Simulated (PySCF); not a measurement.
# Computed properties of MoO2Cl2, SMILES [O]=[Mo](=[O])([Cl])[Cl], multiplicity 1

MoO2Cl2, SMILES [O]=[Mo](=[O])([Cl])[Cl], multiplicity 1. Geometry: PBE0-D3(BJ)/def2-SVP. The spin state was assumed, not searched. The isomer is the one that the SMILES or the coordinates give; other isomers of the formula were not compared. The def2 effective core potentials stand for the cores of Mo; spin–orbit coupling is left out. One conformer was computed; it need not be the lowest. All values are computed for the isolated molecule unless a solvent is named; none is compared with measurement here.

**Structure.** The optimised structure has C2v symmetry. All 9 harmonic modes at PBE0-D3(BJ)/def2-SVP (PySCF) are real, so it is a minimum. With heavy atoms numbered as in [Mo:1](=[O:2])(=[O:3])([Cl:4])[Cl:5], the shortest bond between them is Mo1–O2 at 1.660 Å and the longest Mo1–Cl4 at 2.256 Å.

**Vibrations.** The strongest infrared lines (harmonic, unscaled, degenerate partners summed) lie at 1058 cm⁻¹ (179 km/mol, O 81 %, Mo 19 %), 1088 cm⁻¹ (117 km/mol, O 88 %, Mo 12 %), 456 cm⁻¹ (100 km/mol, Cl 55 %, Mo 42 %). The softest mode is at 116 cm⁻¹ and the zero-point energy is 5.9 kcal/mol.

**Electronic structure.** CAM-B3LYP/def2-TZVP (PySCF) places the frontier levels at -11.34 and -2.83 eV, a gap of 8.51 eV, and gives a dipole moment of 1.14 D and a mean polarisability of 65.6 bohr³.

**Excitations.** TDA-B3LYP/def2-SVPD (PySCF) has S1 at 4.40 eV (282 nm, f = 0.004, weak); the most intense of the 10 singlets computed lies at 4.84 eV (f = 0.04). T1 (TDA) is at 3.93 eV, 0.47 eV under S1. No vertical singlet excitation falls in the visible range (under 3.1 eV).
